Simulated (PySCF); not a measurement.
How methods differ on the excitation energy of Si

Si [Ne] 3s2 3p2 (3P) → Si [Ne] 3s2 3p1 3d1 (high-spin determinant), as a difference of total energies. All numbers are calculated (PySCF 2.14, the spin-free X2C one-electron Hamiltonian (Gaussian nucleus), in aug-cc-pCVTZ-DK with one added diffuse shell each of s, p, d, f type (9s8p6d4f, 91 functions)). Correlated levels: valence: [Ne] frozen; valence and next inner shell: 1s2 frozen; nothing frozen. The calculations carry no spin-orbit coupling.

| method | excitation energy (eV) |
| --- | --- |
| UHF | 6.014 |
| LDA | 5.937 |
| PBE | 5.867 |
| PBE0 | 6.038 |
| r2SCAN | 6.213 |
| BP86 | 5.831 |
| MN15 | 6.180 |
| wB97X | 6.323 |
| TPSSh | 6.057 |
| MP2 (valence) | 6.270 |
| SCS-MP2 (valence) | 6.212 |
| MP2 (valence and next inner shell) | 6.267 |
| SCS-MP2 (valence and next inner shell) | 6.212 |
| MP2 (all electrons) | 6.269 |
| SCS-MP2 (all electrons) | 6.213 |

How much does correlation contribute at MP2 (all electrons)?

6.269 − (6.014) = 0.255 eV, measured against UHF.

The promoted electron is Rydberg-like, and one or two diffuse shells describe it only roughly, which tends to raise the upper state.

The determinant of the upper state mixes LS terms, which raises its energy above the lowest term, most at the Hartree-Fock and MP2 levels.
